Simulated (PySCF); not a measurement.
Curvature of the energy in the electron number along the 5d series, charge -1

Calculated with PySCF 2.14, in aug-cc-pVDZ-PP with ECP60MDF, ECP: one orbital is emptied in steps, and each cell gives the departure of E from the straight line at half an electron, in eV (from a cubic fit). The exact functional gives zero.

| species | orbital | LDA | PBE | r2SCAN | PBE0 |
| --- | --- | --- | --- | --- | --- |
| Ta⁻ | 5d alpha | -0.76 | -0.73 | -0.66 | -0.45 |
| Os⁻ | 5d beta | -0.93 | -0.87 | -0.82 | -0.53 |
| Ir⁻ | 5d beta | -0.97 | -0.94 | -0.86 | -0.57 |
| Au⁻ | 6s beta | -0.76 | -0.74 | -0.67 | -0.51 |

**Question.** How does the mean departure depend on the functional?

**Answer.** LDA -0.86 eV; PBE -0.82 eV; r2SCAN -0.75 eV; PBE0 -0.52 eV. Semilocal functionals are convex (delocalisation error), and exact exchange removes curvature roughly in proportion to its share, so among the functionals the range-separated hybrids usually come closest to zero.

At the full anion the orbital energy is positive in some cells, where the basis helps to hold the electron.

No spin-orbit coupling is included.
